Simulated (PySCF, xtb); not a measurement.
CH₄F₂O₂Si, SMILES F[Si](O)(F)OC.

GFN2-xTB (xtb) at its own geometry gives an orbital gap of 9.41 eV and a dipole moment of 2.96 D.

The structure is a stationary point at PBE0-D3(BJ)/def2-SVP. The structure was generated by enumeration, and PubChem lists no compound with its InChIKey, so it may never have been made. The values are those of a single conformer.

What does M06-2X/def2-TZVP (PySCF) give? (The exact figures need the calculation; the answer reports its results.)

gap 11.66 eV (levels -10.65 and 1.01 eV), dipole 2.33 D.
